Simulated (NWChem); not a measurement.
System: C$_{2}$H$_{3}$Br; SMILES C=CBr

The following NWChem deck was run.

```
start job
memory heap 200 mb stack 900 mb global 1100 mb
geometry units angstroms noautoz
  C     -0.336569     2.099832     0.000000
  C      0.517756     1.084871     0.000000
  Br    -0.028055    -0.747324     0.000000
  H     -1.412880     1.963338     0.000000
  H      0.044207     3.118129     0.000000
  H      1.596196     1.190304     0.000000
end
basis spherical
  C library def2-svp
  Br library def2-svp
  H library def2-svp
end
dft
  xc b3pw91
  iterations 150
  mulliken
end
task dft energy
```

NWChem printed, in part:

```
             Northwest Computational Chemistry Package (NWChem) 7.3.0
             --------------------------------------------------------

 CS  symmetry detected

                             Geometry "geometry" -> ""
                             -------------------------

 Output coordinates in angstroms (scale by  1.889725989 to convert to a.u.)

  No.       Tag          Charge          X              Y              Z
 ---- ---------------- ---------- -------------- -------------- --------------
    1 C                    6.0000    -0.32884694     2.11764156     0.00000000
    2 C                    6.0000     0.51856425     1.09690098     0.00000000
    3 Br                  35.0000    -0.03967932    -0.73154433     0.00000000
    4 H                    1.0000    -1.40606024     1.98846154     0.00000000
    5 H                    1.0000     0.05883705     3.13332865     0.00000000
    6 H                    1.0000     1.59769552     1.19500626     0.00000000

 Effective nuclear repulsion energy (a.u.)     143.4423506627

      Symmetry information
      --------------------

 Group name             Cs
 Group number              2
 Group order               2
 No. of unique centers     6

                                 NWChem DFT Module
                                 -----------------

 Summary of "ao basis" -> "ao basis" (spherical)
 ------------------------------------------------------------------------------
       Tag                 Description            Shells   Functions and Types
 ---------------- ------------------------------  ------  ---------------------
 C                          def2-svp                 6       14   3s2p1d
 Br                         def2-svp                12       32   5s4p3d
 H                          def2-svp                 3        5   2s1p

      Symmetry analysis of basis
      --------------------------

        a'         54
        a"         21

            General Information
            -------------------
          SCF calculation type: DFT
          Wavefunction type:  closed shell.
          No. of atoms     :     6
          No. of electrons :    50
           Alpha electrons :    25
            Beta electrons :    25
          Charge           :     0
          Spin multiplicity:     1
          Use of symmetry is: on ; symmetry adaption is: on
          Maximum number of iterations: 150
          AO basis - number of functions:    75
                     number of shells:    33
          Convergence on energy requested:  1.00D-06
          Convergence on density requested:  1.00D-05
          Convergence on gradient requested:  5.00D-04

              XC Information
              --------------
                       B3PW91 Method XC Functional
                     Hartree-Fock (Exact) Exchange  0.200
                        Slater Exchange Functional  0.800 local
                    Becke 1988 Exchange Functional  0.720 non-local
                Perdew 1991 Correlation Functional  0.810 non-local
            Perdew 1991 LDA Correlation Functional  1.000 local

             Grid Information
             ----------------
          Grid used for XC integration:  medium
          Radial quadrature: Mura-Knowles
          Angular quadrature: Lebedev.
          Tag              B.-S. Rad. Rad. Pts. Rad. Cut. Ang. Pts.
          ---              ---------- --------- --------- ---------
          C                   0.70       49           8.0       434
          Br                  1.15      112          10.0       590
          H                   0.35       45          10.0       434
          Grid pruning is: on
          Number of quadrature shells:   345
          Spatial weights used:  Erf1

      Superposition of Atomic Density Guess
      -------------------------------------

 Sum of atomic energies:       -2648.83326660

      Non-variational initial energy
      ------------------------------

 Total energy =   -2650.125024
 1-e energy   =   -3969.289625
 2-e energy   =    1175.722251
 HOMO         =      -0.300109
 LUMO         =       0.017623

      Symmetry analysis of molecular orbitals - initial
      -------------------------------------------------

  Numbering of irreducible representations:

     1 a'          2 a"

  Orbital symmetries:

     1 a'          2 a'          3 a'          4 a'          5 a"
     6 a'          7 a'          8 a'          9 a'         10 a'
    11 a"         12 a'         13 a'         14 a"         15 a'
    16 a"         17 a'         18 a'         19 a'         20 a'
    21 a'         22 a"         23 a'         24 a'         25 a"
    26 a"         27 a'         28 a'         29 a'         30 a'
    31 a'         32 a'         33 a'         34 a'         35 a'

     ---------------------------------------------
      Total Density - Mulliken Population Analysis
     ---------------------------------------------

    Atom       Charge   Shell Charges
 -----------   ------   -------------------------------------------------------
    1 C    6     6.25   1.99  0.96  0.26  2.03  0.98  0.02
    2 C    6     5.90   1.99  0.95  0.28  1.71  0.93  0.04
    3 Br  35    35.19   2.00  2.00  2.00  1.36  0.58  6.00  5.99  2.33  2.91  8.23  1.73  0.07
    4 H    1     0.89   0.66  0.20  0.03
    5 H    1     0.88   0.66  0.19  0.03
    6 H    1     0.89   0.67  0.19  0.02

[...]
```

Level: B3PW91/def2-SVP. All runs use the structure optimised with B3LYP/6-31G* (spherical d).
